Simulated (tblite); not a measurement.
Isomers of C7H5O3 (doublet state). Computed values, GFN2-xTB/tblite, gas phase, harmonic and unscaled. The method is semi-empirical: single wavenumbers can be off by several per cent or more. One conformer each. Open shells enter through the occupations alone, without spin polarisation, and single modes of such species can be off by tens of per cent.

Electronic energies: GFN2-xTB at the same geometries; isomer energies are rough at this level and their order can be wrong.

```json
{"SMILES": "[O]c1ccccc1OC=O", "electronic energy, lowest = 0 (kJ/mol)": "9.2"}
{"SMILES": "CC(=O)c1[c]cc(=O)oc1", "electronic energy, lowest = 0 (kJ/mol)": "121.8"}
{"SMILES": "[O]c1ccc(OC=O)cc1", "electronic energy, lowest = 0 (kJ/mol)": "0.0"}
{"SMILES": "O=C(O)C#CC1=C[CH]CO1", "electronic energy, lowest = 0 (kJ/mol)": "101.3"}
```

How do GFN2-xTB zero-point energies change the relative energies?

```tsv
SMILES	ZPE (kJ/mol)	of it from modes above 1550 cm⁻¹	electronic (kJ/mol)	with ZPE, lowest = 0 (kJ/mol)	lowest mode (cm⁻¹)	rings
[O]c1ccc(OC=O)cc1	266.7	120.5	0.0	0.0	30	1
[O]c1ccccc1OC=O	266.7	120.6	9.2	9.1	78	1
O=C(O)C#CC1=C[CH]CO1	264.0	116.7	101.3	98.6	55	1
CC(=O)c1[c]cc(=O)oc1	264.2	122.1	121.8	119.4	49	–
```

The zero-point energies span 2.7 kJ/mol, from `O=C(O)C#CC1=C[CH]CO1` to `[O]c1ccc(OC=O)cc1`. The order is unchanged.

What do entropy and thermal enthalpy add at 298.15 K and 1 bar (rigid rotor, harmonic oscillator, one conformer each)?

```json
{"SMILES": "[O]c1ccc(OC=O)cc1", "point group": "Cs", "symmetry number": "1", "S (J/(mol K))": "393.7", "H − H(0) (kJ/mol)": "25.00", "ZPE + H − H(0) − TS (kJ/mol)": "174.3"}
{"SMILES": "[O]c1ccccc1OC=O", "point group": "C1", "symmetry number": "1", "S (J/(mol K))": "388.2", "H − H(0) (kJ/mol)": "25.04", "ZPE + H − H(0) − TS (kJ/mol)": "176.0"}
{"SMILES": "O=C(O)C#CC1=C[CH]CO1", "point group": "Cs", "symmetry number": "1", "S (J/(mol K))": "413.8", "H − H(0) (kJ/mol)": "27.21", "ZPE + H − H(0) − TS (kJ/mol)": "167.8"}
{"SMILES": "CC(=O)c1[c]cc(=O)oc1", "point group": "Cs", "symmetry number": "1", "S (J/(mol K))": "405.8", "H − H(0) (kJ/mol)": "26.71", "ZPE + H − H(0) − TS (kJ/mol)": "169.9"}
```

S holds R ln(2S + 1) for the spin.
